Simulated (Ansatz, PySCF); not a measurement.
RuF₃, SMILES [Ru]([F])([F])[F] (connectivity only; charge and spin as stated), neutral, multiplicity 4. Atoms are numbered in the order given.

```xyz
4

Ru     0.0000     0.0000     0.1821
F      0.0000    -1.8196     0.4486
F      0.0000     0.0000    -1.6706
F      0.0000     1.8196     0.4486
```
Charge 0, spin multiplicity 4.

Geometry: PBE0-D3(BJ)/def2-TZVP. The multiplicity is an assumed one; other spin states were not compared. The def2 effective core potentials stand for the cores of Ru; spin–orbit coupling is left out.

Two levels are set side by side: PBE-D3(BJ)/def2-TZVP (Ansatz, a program for electronic structure) and PBE0-D3(BJ)/def2-TZVP (Ansatz). Each level has its own optimised geometry; the coordinates shown are those of the second. Frequencies come from the Hessian of PySCF at each geometry. Differences are taken from unrounded values.

| quantity | PBE0-D3(BJ) | PBE-D3(BJ) | PBE-D3(BJ) minus PBE0-D3(BJ) |
|---|---|---|---|
| mean bond length (Å) | 1.844 | 1.854 | 0.010 |
| bond Ru1–F2 (Å) | 1.839 | 1.860 | 0.021 |
| bond Ru1–F3 (Å) | 1.853 | 1.840 | -0.012 |
| bond Ru1–F4 (Å) | 1.839 | 1.860 | 0.021 |
| highest harmonic wavenumber (cm⁻¹) | 702 | 669 | -33 |
| mean harmonic wavenumber (cm⁻¹) | 420 | 375 | -45 |
| zero-point energy (kcal/mol) | 3.60 | 3.21 | -0.39 |

GGA bonds tend to be longer and softer than those of functionals with exact exchange. Differences between two approximate levels are no errors against the true value.
